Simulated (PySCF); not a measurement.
CdI, SMILES [Cd+][I], charge +1.

Geometry optimised at B3LYP-D3(BJ)/def2-TZVP. The multiplicity is an assumed one; other spin states were not compared. The def2 effective core potentials stand for the cores of Cd, I; spin–orbit coupling is left out.

Two levels are set side by side: PBE/def2-TZVPD (PySCF) and M06-2X/def2-TZVPD (PySCF). Same geometry, gas phase. Differences are taken from unrounded values.

| quantity | M06-2X |
|---|---|
| orbital gap (eV) | 4.47 |
| highest occupied level (eV) | -13.90 |
| lowest empty level (eV) | -9.43 |
| mean polarisability (bohr³) | 58.6 |

What does PBE give, and how far is it from M06-2X? (An estimate is asked for; the answer gives what the named calculation found.)


| quantity | PBE | PBE minus M06-2X |
|---|---|---|
| orbital gap (eV) | 0.90 | -3.57 |
| highest occupied level (eV) | -11.86 | 2.04 |
| lowest empty level (eV) | -10.96 | -1.53 |
| mean polarisability (bohr³) | 58.8 | 0.2 |

Without exact exchange PBE keeps part of each electron's self-repulsion, which lifts occupied levels and narrows the gap. Differences between two approximate levels are no errors against the true value.

Rough cost on one machine, each run with all the roots and properties that it gave: M06-2X against PBE within a factor of 2.
